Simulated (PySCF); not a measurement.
**CH6GaSi, SMILES `[CH3][Ga][SiH3]` (charge 0, multiplicity 2)**

Computed with r2SCAN-D4/def2-TZVP in PySCF.

highest occupied spin orbital: -4.48 eV
dipole moment: 0.224 e·Å
total energy: -2255.9782 Ha
cost: about 15 core-minutes (a rough figure)

```xyz
9

C      1.9859    -0.0314     0.3474
Ga     0.3484     0.9434    -0.2235
Si    -1.9048     0.0591     0.1351
H      1.9395    -0.1931     1.4291
H      2.9093     0.4931     0.1048
H      1.9956    -1.0144    -0.1342
H     -2.0143    -1.2365     0.8695
H     -2.5530    -0.1228    -1.1943
H     -2.7080     1.0672     0.8821
```
Charge 0, spin multiplicity 2.
